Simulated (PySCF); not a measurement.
Compound: (Cl)3Hf-NH-SiH3 (singlet state).
Bonds: Hf1–Cl2, Hf1–Cl3, Hf1–Cl4, Hf1–N5, N5–Si6. Hydrogens: H7 on N5; H8, H9, H10 on Si6.

Computed, not measured: PBE0-D3(BJ)/def2-SVP geometry optimisation, gas phase, def2 core potentials past Kr (PySCF 2.14.0).

How far are the bound atoms from Hf1?

4 atoms: N5 2.003 Å, Cl2 2.340 Å, Cl3 2.344 Å, Cl4 2.351 Å. The nearest atom not counted as bound is H7, at 2.67 Å.

List the angles at Hf1.

```
      angle  degrees  distance of the outer atoms (Å)
Cl3–Hf1–Cl4    114.3                             3.95
Cl2–Hf1–Cl3    111.1                             3.86
 Cl4–Hf1–N5    109.0                             3.55
Cl2–Hf1–Cl4    109.0                             3.82
 Cl2–Hf1–N5    106.7                             3.49
 Cl3–Hf1–N5    106.4                             3.49
```

What is the shape at Hf1?

Distorted tetrahedral: angles from 106.4° to 114.3°; τ4 = (360° − α − β)/141° = 0.95 with α and β the two widest (0 for a square, 1 for a tetrahedron).

What are the other bond lengths?

N5–Si6 1.759 Å; N5–H7 1.022 Å; Si6–H8, Si6–H9, Si6–H10 1.493 Å.

Give some angles away from the centre.

Hf1–N5–Si6 124.5°.

What are the rotational constants (commonest isotopes, rigid rotor)?

A = 1021, B = 698.4, C = 673.3 MHz: an asymmetric top.

Point group: near Cs, missed by 0.22 Å at most; the miss may be what the optimiser left on a soft mode. Charge 0, singlet. PBE0-D3(BJ)/def2-SVP frequencies: not computed here.
